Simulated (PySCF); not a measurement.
Computed shifts of a molecule C₂H₆N₂OSi, PBE/pcSseg-1 (PySCF), GIAO, gas phase, atoms alike by connectivity averaged where their shifts nearly agree, in ppm (number of nuclei): ¹⁵N: 261.5 (1), 32.9 (1). ²⁹Si: 3.7 (1). ¹³C: 168.0 (1), 55.8 (1). ¹H: 7.40 (1), 5.61 (1), 3.56 (1), 3.38 (1), 1.45 (1), 0.68 (1). References: ¹⁵N against NH3 (σ = 267.0 ppm); ²⁹Si against TMS (σ = 335.4 ppm); ¹³C against TMS (σ = 182.0 ppm); ¹⁷O against H2O (σ = 334.3 ppm); ¹H against TMS (σ = 31.49 ppm), references at their B3LYP-D3(BJ)/def2-TZVP geometries, non-relativistic. Coordinates come from a B3LYP-D3(BJ)/def2-SVP optimisation. Other conformers were not sampled.

Question: Pick the molecule that these values belong to.
A) N[Si@@H]1COC=N1
B) N[SiH2][C@H]1N=CO1
C) C[Si@@H](N)OC#N
D) CN[Si@@H]1N=CO1

Answer: A, N[Si@@H]1COC=N1
